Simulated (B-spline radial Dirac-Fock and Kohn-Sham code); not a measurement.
# Photoionisation of lead ions at Cu Kα (8047.8 eV)

Model: independent-particle photoionisation in a Dirac-Hartree-Slater potential with a Latter tail, all multipoles, thresholds from Dirac-Fock ΔSCF. Program: a radial atomic solver. Cross sections in kb; a dash marks an empty subshell or a threshold above the photon energy.

| ion | configuration | total | 4d3/2 | 4f5/2 | 5d5/2 | 6s | 6p3/2 |
| --- | --- | --- | --- | --- | --- | --- | --- |
| Pb | [Xe] 4f14 5d10 6s2 6p2 | 75.82 | 2.33 | 0.328 | 0.364 | 0.0528 | 0.0183 |
| Pb⁺ | [Xe] 4f14 5d10 6s2 6p1 | 75.82 | 2.33 | 0.328 | 0.366 | 0.0565 | 0.0118 |
| Pb⁴⁺ | [Xe] 4f14 5d10 | 75.78 | 2.33 | 0.328 | 0.387 | – | – |

Values without a named source are computed, but for edge energies of neutral atoms, which are taken from tables.
